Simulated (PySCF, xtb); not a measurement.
CH4F2GaN, SMILES C[NH][Ga]([F])[F].

GFN2-xTB in xtb 6.7.1 at its own geometry gives an orbital gap of 2.57 eV and a dipole moment of 4.75 D.

Coordinates come from a PBE-D3(BJ)/def2-SVP optimisation. The structure was generated by enumeration; whether it is a known compound was not checked. The values are those of a single conformer.

### Question
What does PBE/def2-TZVP run with PySCF give? (Estimate from the structure and the level; the computed values follow.)

### Answer
gap 3.87 eV (levels -6.08 and -2.22 eV), dipole 3.32 D.
